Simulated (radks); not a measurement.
Initial-state core-level shifts of the cobalt ion Co+ when its valence configuration changes from [Ar] 3d8. Calculated with a radial shooting solver on a logarithmic mesh with Libxc functionals: non-relativistic Kohn-Sham, TPSS, spin-polarised, spherical densities, point nucleus; open shells are filled with parallel spins first; meta-GGA in the generalised Kohn-Sham scheme. Shifts are changes of the shell-averaged eigenvalues in eV (positive: less bound); the change of the density at the nucleus, which sets a Mossbauer isomer shift, is in e/bohr^3, on a base of 1.337e+04.

valence               1s       2s       2p       3s  density at nucleus
3d7 4p1           -7.092   -7.662   -7.605   -7.119              +1.170
3d7.5 4s0.5       -2.638   -2.948   -2.918   -2.677              +3.524
3d6 4p2          -15.258  -16.657  -16.525  -14.977              +3.092
3d7 4s1           -5.606   -6.278   -6.215   -5.624              +7.693
3d7 4s0.5 4p0.5   -6.355   -6.977   -6.916   -6.376              +4.456
3d7.5 4p0.5       -3.394   -3.644   -3.618   -3.440              +0.489
3d5 4s1 4p2      -23.047  -25.543  -25.329  -22.032             +14.569
3d6.5 4s1.5       -9.003  -10.049   -9.953   -8.926             +12.001
